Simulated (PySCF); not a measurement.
PySCF input for C₃H₄O, SMILES O=C1CC1, B3LYP/pcJ-1. Geometry optimised at B3LYP-D3(BJ)/def2-SVP.

```python
import numpy as np
from pyscf import gto, scf, dft
from pyscf.prop.ssc import rks as ssc

mol = gto.M(
    atom='''
    O     0.00000000   -0.00000001   -1.58278723
    C     0.00000000   -0.00000000   -0.38603118
    C     0.00000000   -0.78397404    0.86054980
    C     0.00000000    0.78397404    0.86054979
    H    -0.92099575   -1.29559216    1.16297186
    H     0.92099575   -1.29559216    1.16297186
    H     0.92099575    1.29559216    1.16297184
    H    -0.92099575    1.29559216    1.16297184
    ''',
    basis='pcJ-1',
    charge=0,
    spin=0,
    max_memory=1600,
    verbose=3,
)
mf = dft.RKS(mol, xc='b3lyp')
mf.grids.level = 3
mf.conv_tol = 1e-10
mf.max_cycle = 100
mf.kernel()
j = ssc.SSC(mf)
j.with_fcsd = True
j.max_cycle_cphf = 80
j.conv_tol = 1e-7
e11 = j.kernel()
```

Program output:

```
converged SCF energy = -191.892311797869
Reduced spin-spin coupling constant K (Hz)
               #0        #1        #2        #3        #4
        0 O    0.00000
        1 C  -38.89781   0.00000
        2 C   -1.67564  12.59889   0.00000
        3 C   -1.67401  12.59785   5.92766   0.00000
        4 H    0.17774  -0.52664  21.64447  -0.53613   0.00000
        5 H    0.17772  -0.52664  21.64440  -0.53596  -0.41543
        6 H    0.17788  -0.52652  -0.53604  21.64432   0.31354
        7 H    0.17773  -0.52661  -0.53611  21.64448   0.56450
               #5        #6        #7
        5 H    0.00000
        6 H    0.56446   0.00000
        7 H    0.31354  -0.41545   0.00000
Spin-spin coupling constant J (Hz)
               #0        #1        #2        #3        #4
        0 O    0.00000
        1 C   41.39413   0.00000
        2 C    1.78318  24.86427   0.00000
        3 C    1.78144  24.86223  11.69842   0.00000
        4 H   -0.75207  -4.13247 169.84232  -4.20697   0.00000
        5 H   -0.75199  -4.13247 169.84181  -4.20562 -12.96155
        6 H   -0.75267  -4.13159  -4.20624 169.84119   9.78234
        7 H   -0.75204  -4.13228  -4.20679 169.84240  17.61238
               #5        #6        #7
        5 H    0.00000
        6 H   17.61112   0.00000
        7 H    9.78230 -12.96200   0.00000
```

The run converged.

Cost: about 120 core-seconds (a rough figure).
